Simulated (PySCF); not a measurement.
**In²⁺: interval between two levels**

In²⁺ [Kr] 4d10 5s1 [2S1/2, M_J = 1/2] → In²⁺ [Kr] 4d9 5s2 [2D5/2, M_J = 5/2], as a difference of total energies. All numbers are calculated (PySCF 2.14, the two-component X2C-1e Hamiltonian, in x2c-TZVPall-2c with one added diffuse shell each of s, p, d, f type (9s10p6d3f, 90 functions)). Correlated levels: [Ar] 3d10 frozen; the 6 highest virtual spinors dropped. "Screened" scales the spin-orbit matrix elements by Boettger's factors to mimic the two-electron term; Breit and QED terms are absent.

| method | interval between two levels (cm⁻¹) |
| --- | --- |
| GHF (spin-free) | 121680 |
| GMP2 (spin-free) | 117900 |
| GHF (screened spin-orbit) | 118780 |
| GMP2 (screened spin-orbit) | 114950 |
